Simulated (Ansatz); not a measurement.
Job for Ansatz (a program for electronic structure): U-CCSD(T)/cc-pV(D+d)Z on OS (SMILES O=S). The basis file is the Basis Set Exchange's JSON of that set.

Ansatz 0.2 input:
```yaml
crystal:
  periodic: [false, false, false]
  atoms:
    - {symbol: S, position_ang: [0.00000000, 0.00000000, -0.74495156]}
    - {symbol: O, position_ang: [-0.00000000, -0.00000000, 0.74495156]}
basis:
  gaussian:
    orbitals: cc-pV_D+d_Z.json
magnetization: {spin_polarized: true, initial_magnetization: 2}
correlation: {method: ccsd_t, electrons: outside_noble_gas}
scf: {omitted_lower_state_checks: [cluster_reference]}
```

Output:

```
WARN ansatz: RAYON_NUM_THREADS=1 ignored (pool sized by the plan → 1); use --threads N
Functional definition: HF
these checks for a lower state are left out or cut short: cluster_reference
integrals: 0.01 GiB planned
357 factors; integrals over basis functions are off by at most 1.1e-3 eV
mean field: 0.07 GiB planned
mean field evaluation 1: about -12852.0589 eV, gradient 1.7e1 eV
mean field evaluation 2: about -12852.1001 eV, gradient 1.7e1 eV
mean field evaluation 4: about -12853.4350 eV, gradient 2.2e0 eV
mean field evaluation 8: about -12853.4822 eV, gradient 2.2e-1 eV
mean field evaluation 16: about -12851.9855 eV, gradient 7.5e0 eV
mean field evaluation 32: about -12853.4762 eV, gradient 2.8e-1 eV
mean field -12853.48361604 eV, -472.3568104855 hartree, gradient 6.9e-6 eV, S^2 2.040311; 4 other end points of the search recorded, 0 dependent functions left out
6 core orbitals not correlated
reference -12853.48361604 eV, -472.3568104855 hartree; 7, 5 occupied and 24, 26 virtual orbitals, 357 factors
second order -7.99191844 eV of doubles, -0.00000000 eV of singles
coupled cluster: 0.08 GiB planned
cycle   1  -7.99270314 eV  change   -7.8e-4 eV  update   8.2e-2
cycle   2  -8.28244443 eV  change   -2.9e-1 eV  update   2.5e-2
cycle   3  -8.34979298 eV  change   -6.7e-2 eV  update   1.2e-2
cycle   4  -8.34812737 eV  change    1.7e-3 eV  update   2.9e-3
cycle   5  -8.34864234 eV  change   -5.1e-4 eV  update   1.3e-3
cycle   6  -8.34854693 eV  change    9.5e-5 eV  update   4.7e-4
cycle   7  -8.34864331 eV  change   -9.6e-5 eV  update   1.4e-4
cycle   8  -8.34866972 eV  change   -2.6e-5 eV  update   4.1e-5
cycle   9  -8.34866307 eV  change    6.6e-6 eV  update   1.1e-5
perturbative correction -0.27334009 eV, -0.0100450631 hartree
Total energy: -12862.10561921 eV, -472.6736632575 hartree
Checks for a lower state left out: cluster_reference
```

The calculation finished and met its thresholds.

Cost: roughly 1.9 core-seconds.
